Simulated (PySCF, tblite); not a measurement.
Isomers of C6H4N (doublet state). Computed values, GFN2-xTB/tblite, gas phase, harmonic and unscaled. Against measured fundamentals such values can be off by several per cent, at times by over 20. One conformer each. Open shells enter through the occupations alone, without spin polarisation, and single modes of such species can be off by tens of per cent.

Electronic energies: B3LYP/pcH-1 single points on the GFN2-xTB geometries (PySCF, gas phase).

```json
{"SMILES": "C=C[CH]C#CC#N", "electronic energy, lowest = 0 (kcal/mol)": "0.0"}
{"SMILES": "N#CC1=CCC=[C]1", "electronic energy, lowest = 0 (kcal/mol)": "13.3"}
{"SMILES": "N#CC#C[C]1CC1", "electronic energy, lowest = 0 (kcal/mol)": "23.5"}
{"SMILES": "N#CC#C[C@H]1[CH]C1", "electronic energy, lowest = 0 (kcal/mol)": "40.0"}
```

Q: How do GFN2-xTB zero-point energies change the relative energies?

A: 
| SMILES | ZPE (kcal/mol) | of it from modes above 1550 cm⁻¹ | electronic (kcal/mol) | with ZPE, lowest = 0 (kcal/mol) | lowest mode (cm⁻¹) | rings |
| --- | --- | --- | --- | --- | --- | --- |
| C=C[CH]C#CC#N | 46.2 | 24.0 | 0.0 | 0.0 | 78 | 0 |
| N#CC1=CCC=[C]1 | 48.1 | 25.4 | 13.3 | 15.1 | 148 | 1 |
| N#CC#C[C]1CC1 | 46.8 | 26.0 | 23.5 | 24.1 | 82 | 1 |
| N#CC#C[C@H]1[CH]C1 | 46.6 | 24.1 | 40.0 | 40.3 | 92 | 1 |

The zero-point energies span 1.9 kcal/mol, from `C=C[CH]C#CC#N` to `N#CC1=CCC=[C]1`. The order is unchanged.

Q: And how do the electronic energies of GFN2-xTB itself compare?

A: `C=C[CH]C#CC#N` 0.0; `N#CC1=CCC=[C]1` 6.4; `N#CC#C[C]1CC1` 7.8; `N#CC#C[C@H]1[CH]C1` 30.2 kcal/mol, lowest = 0. Against the energies above, taken from the same isomer `C=C[CH]C#CC#N`, the largest difference is 15.7 kcal/mol.

Q: What do entropy and thermal enthalpy add at 298.15 K and 1 bar (rigid rotor, harmonic oscillator, one conformer each)?

A: 
```csv
SMILES,point group,symmetry number,S (cal/(mol K)),H − H(0) (kcal/mol),ZPE + H − H(0) − TS (kcal/mol)
C=C[CH]C#CC#N,Cs,1,86.3,5.36,25.8
N#CC1=CCC=[C]1,Cs,1,78.4,4.34,29.0
N#CC#C[C]1CC1,C2v,2,84.1,5.19,26.9
N#CC#C[C@H]1[CH]C1,C1,1,84.3,5.06,26.5
```

S holds R ln(2S + 1) for the spin.
